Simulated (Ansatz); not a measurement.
Calculated with Ansatz (gas phase, PBE0-D4/def2-TZVP geometries, no zero-point term in ΔE). CCSD(T)/CBS is the MP2 limit (def2-TZVPP, def2-QZVPP) plus CCSD(T) − MP2 in def2-TZVPP, frozen cores. DFT in def2-TZVPP. HSE06 is defined as in plane-wave codes. Elements past krypton have def2 core potentials. For I outer-core shells are correlated without core-valence functions, which leaves a few kJ/mol of doubt a bond.

`C[Si](F)(Cl)I` + `C#[C][Al]([Cl])[Cl]` → `C#C[Si](C)(F)Cl` + `[Cl][Al]([Cl])[I]`  (redistribution)

```csv
level,ΔE (kJ/mol)
BHLYP-D4,-43.6
ωB97M-V,-40.2
r2SCANh,-41.7
HSE06,-42.1
CCSD/def2-SVP,-50.7
CCSD(T)/def2-SVP,-49.9
SCS-MP2/def2-QZVPP,-43.1
CCSD/CBS(def2),-42.9
```

What does CCSD(T)/CBS give? (Estimate.)

Computed: -41.8 kJ/mol. The listed levels differ from it by -1.8, 1.6, 0.1, -0.3, -8.9, -8.1, -1.3, -1.1 kJ/mol.

Largest T1 diagnostic among the species: 0.011.

Leaving LDA and LC-ωPBE aside and taking each functional with its dispersion term where it has one, the values, not all of them listed here, spread over 7.4 kJ/mol, from PBE-QIDH to BLYP-D4. At CCSD(T), def2-SVP lies −8.1 kJ/mol from the extrapolated value and def2-TZVPP −1.9 kJ/mol.

CCSD(T)/CBS has its own doubt, a few kJ/mol and more with outer-core shells, so smaller differences from it don't rank the levels.
